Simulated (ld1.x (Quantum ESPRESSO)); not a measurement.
**Mo (Z = 42): one change to an RRKJ potential, before and after**

- Element: Mo
- Generator: ld1.x (Quantum ESPRESSO) 7.5
- Type: norm-conserving RRKJ (Kleinman–Bylander form)
- Functional: PBE
- Relativity: scalar-relativistic
- Frozen core: [Ar] 3d10 4s2
- Valence charge: 12
- Reference configuration: 4p6 4d5 5s1 5p0
- Partial waves: 4p (bound): rc 1.45 bohr; 4d (bound): rc 1.35 bohr; 5s (bound): rc 2.85 bohr
- Local potential: the s channel
- Core correction: Bessel-smoothed model core inside 1.35 bohr
- rho0: 0.001

All-electron outer shells of the reference configuration (PBE, scalar-relativistic, ld1.x):

| shell | level (eV) | outermost node (bohr) | outermost maximum (bohr) |
| --- | --- | --- | --- |
| 3d | -220.98 | – | 0.32 |
| 4s | -64.35 | 0.51 | 0.99 |
| 4p | -38.49 | 0.52 | 1.08 |
| 5s | -4.09 | 1.34 | 2.93 |
| 4d | -3.75 | 0.53 | 1.38 |
| 5p | -1.04 | 1.54 | 4.11 |

Change: wave 5s (bound): rc 2.85 bohr becomes 5s (bound): rc 3.38 bohr.

Cutoffs: the cutoffs (Ry, on a coarse ladder) from which the occupation-weighted sum of valence levels, in a spherical-Bessel basis at the reference potential, stays within 10 and 1 mRy of its value at 400 Ry; they do not see the model core or the augmentation charge, which bear on the density cutoff. Errors are all-electron minus pseudo energies relative to the spin-unpolarised reference configuration.

Problem. How do hardness, ghosts and transferability respond?

Solution. The potential gets neither clearly harder nor softer (70 Ry and 110 Ry → 70 Ry and 110 Ry); of the 7 tests that both files solve, the error grows in 2 and shrinks in 4 by more than 15 % and 0.3 meV (median size 59.2 → 47.2 meV); neither file shows a bound ghost at the reference potential, the only one tested.

| quantity | base | changed |
| --- | --- | --- |
| cutoff, loose | 70 Ry | 70 Ry |
| cutoff, tight | 110 Ry | 110 Ry |
| bound ghosts | none | none |
| error for 4p6 4d5 5s0 5p0, meV [ΔE 6.89 eV] | -15 | -12 |
| error for 4p6 4d4 5s0 5p0, meV [ΔE 22.35 eV] | -59 | -72 |
| error for 4p6 4d3 5s0 5p0, meV [ΔE 49.10 eV] | -267 | -311 |
| error for 4p6 4d2 5s0 5p0, meV [ΔE 88.60 eV] | -631 | -722 |
| error for 4p6 4d6 5s0 5p0, meV [ΔE 0.76 eV] | -48 | -38 |
| error for 4p6 4d5.5 5s0.5 5p0, meV [ΔE 0.28 eV] | -14 | -11 |
| error for 4p6 4d4 5s2 5p0, meV [ΔE 0.20 eV] | -66 | -47 |

Base: These tests converged, but a pseudo level misses the all-electron one widely, so the file describes the atom poorly there or has found another state: 4p6 4d3 5s0 5p0: empty 5p by 2.2 eV; 4p6 4d2 5s0 5p0: empty 5p by 3.3 eV. Changed file: These tests converged, but a pseudo level misses the all-electron one widely, so the file describes the atom poorly there or has found another state: 4p6 4d3 5s0 5p0: empty 5p by 2.3 eV; 4p6 4d2 5s0 5p0: empty 5p by 3.4 eV (a node warning on the way).
